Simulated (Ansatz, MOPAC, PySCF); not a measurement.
Potential energy curve for Al2(mu-OH)2(H)4, H₆Al₂O₂, singlet. The Al1–H10 bond (Al1 also carries Al, H, O, O; H10 carries nothing else) is stretched with both fragments frozen at the PBE0/def2-SVP optimised geometry.

- RKS-BP86/6-31G* = PySCF with restricted BP86/6-31G*, spherical d
- PM7, restricted, heats of formation (MOPAC)
- UKS-PBE0 = unrestricted PBE0/cc-pVDZ in Ansatz (an electronic-structure program)

Energies are in kcal/mol, each relative to the lowest point of its own curve near equilibrium.

```csv
R / Å,RKS-BP86/6-31G*,PM7,UKS-PBE0
1.30,20.7,30.5,19.3
1.40,8.0,12.2,7.3
1.49,[?],3.3,1.9
1.53,[?],1.3,0.7
1.59,0.0,0.0,0.0
1.64,0.2,0.3,0.3
1.70,[?],2.1,1.4
1.80,4.3,7.7,4.8
1.90,8.7,[?],9.5
2.08,18.4,[?],19.9
2.33,32.9,[?],35.5
2.63,49.4,85.0,53.5
2.95,64.6,108.6,69.0
3.35,79.7,130.6,78.9
3.90,94.3,150.6,84.0
4.63,105.4,166.0,85.4
```

### Question
What belongs in the gaps?

### Answer

- 1.49, RKS-BP86/6-31G*: 2.2
- 1.53, RKS-BP86/6-31G*: 0.8
- 1.70, RKS-BP86/6-31G*: 1.2
- 1.90, PM7: 15.6
- 2.08, PM7: 32.6
- 2.33, PM7: 57.7

The restricted form behind RKS-BP86/6-31G*, PM7 keeps the bonding electrons paired and can't separate into open-shell fragments. The unrestricted determinant behind UKS-PBE0 is spin-contaminated at 2.95 to 4.63 Å (<S²> up to 1.0, against 0.00 for a pure singlet).
